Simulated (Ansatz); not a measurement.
Ansatz results at the PBE0-D4/def2-TZVP geometry: HOMO energy (PBE0/def2-TZVPP) -7.11 eV; HOMO energy (ωB97M-V/def2-TZVPP) -9.22 eV; size of the dipole moment (PBE/def2-TZVPP) 1.12 D.

Each molecule was computed in one conformer, which needn't be the lowest.

(1) Which molecule gave them?
A. `F[CH]1[O][AlH]1`
B. `C[Se][AlH][Br]`
C. `B/C=C/CF`
D. `C[SiH2][AlH][F]`

Results:

(1) B. The others give `C[SiH2][AlH][F]`: -7.52, -9.52, 2.22; `B/C=C/CF`: -8.25, -10.44, 2.24; `F[CH]1[O][AlH]1`: -6.58, -8.78, 2.95.
